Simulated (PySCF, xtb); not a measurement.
C2H7Cl2NSi, SMILES C[C@H](N)[SiH](Cl)Cl.

GFN2-xTB (xtb 6.7.1) at its own geometry gives an orbital gap of 4.97 eV and a dipole moment of 2.88 D.

Coordinates come from a PBE-D3(BJ)/def2-SVP optimisation. The structure was generated by enumeration; whether it is a known compound was not checked. One conformer was computed; it need not be the lowest.

Task: What does PySCF with PBE/def2-TZVP give? (Estimate from the structure and the level; the computed values follow.)

Result: gap 5.05 eV (levels -5.81 and -0.76 eV), dipole 2.88 D.
